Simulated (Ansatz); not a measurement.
Ansatz (a first-principles code) input (B3LYP/6-31G**): The .json file is the Basis Set Exchange's 6-31G**.

Ansatz 0.2 input:
```yaml
crystal:
  periodic: [false, false, false]
  atoms:
    - {symbol: O, position_ang: [-0.48575600, -0.03323000, 1.07605000]}
    - {symbol: B, position_ang: [-0.79231100, -0.19563200, -0.21612400]}
    - {symbol: O, position_ang: [-2.04028300, -0.51844600, -0.76104700]}
    - {symbol: O, position_ang: [0.32478000, 0.00056600, -1.02124500]}
    - {symbol: Si, position_ang: [1.31773200, 0.32508600, 0.35554700]}
    - {symbol: H, position_ang: [-2.65560600, -0.60568700, -0.02722000]}
    - {symbol: H, position_ang: [2.59162000, 0.55499700, -0.47654200]}
    - {symbol: H, position_ang: [1.31679800, 1.66117300, 1.04094500]}
    - {symbol: H, position_ang: [1.87056300, -0.77464200, 1.21570600]}
basis:
  gaussian:
    orbitals: 6-31G__.json
hamiltonian:
  xc: {name: B3LYP}
total_charge: -1
output: {forces: true}
```

Output:

```
Functional definition: B3LYP
integrals: 0.05 GiB planned
888 factors; integrals over basis functions are off by at most 1.0e-3 eV
mean field: 0.35 GiB planned
mean field evaluation 1: about -14762.3582 eV, gradient 4.5e1 eV
mean field evaluation 2: about -14758.4164 eV, gradient 6.7e1 eV
mean field evaluation 4: about -14765.8128 eV, gradient 3.7e0 eV
mean field evaluation 8: about -14766.0051 eV, gradient 3.5e-1 eV
mean field evaluation 16: about -14766.0053 eV, gradient 2.1e-5 eV
mean field -14766.00532259 eV, -542.6406868472 hartree, gradient 2.1e-5 eV, S^2 0.000000; 0 other end points of the search recorded, 0 dependent functions left out
the calculation of the forces begins
reference -14766.00554331 eV, -542.6406949587 hartree; 24, 24 occupied and 75, 75 virtual orbitals, 888 factors
Total energy: -14766.00554331 eV, -542.6406949587 hartree
Atom 0 at    -0.485756    -0.033230     1.076050 Å, force    -0.032576    -0.004713     0.037532 eV/Å
Atom 1 at    -0.792311    -0.195632    -0.216124 Å, force    -0.096422    -0.000768     0.294834 eV/Å
Atom 2 at    -2.040283    -0.518446    -0.761047 Å, force    -0.029856    -0.025623    -0.262526 eV/Å
Atom 3 at     0.324780     0.000566    -1.021245 Å, force    -0.018327    -0.038586    -0.479743 eV/Å
Atom 4 at     1.317732     0.325086     0.355547 Å, force    -0.110976    -0.015717     0.132592 eV/Å
Atom 5 at    -2.655606    -0.605687    -0.027220 Å, force     0.021329     0.015055     0.142256 eV/Å
Atom 6 at     2.591620     0.554997    -0.476542 Å, force     0.115030     0.023526    -0.036590 eV/Å
Atom 7 at     1.316798     1.661173     1.040945 Å, force     0.053161     0.123429     0.078646 eV/Å
Atom 8 at     1.870563    -0.774642     1.215706 Å, force     0.098638    -0.076604     0.092998 eV/Å
Dipole moment:    -0.584956    -0.128588     0.061299 e Å
```

The dipole moment of an ion depends on the origin.

The geometry given is a B3LYP-D3(BJ)/def2-TZVP minimum.
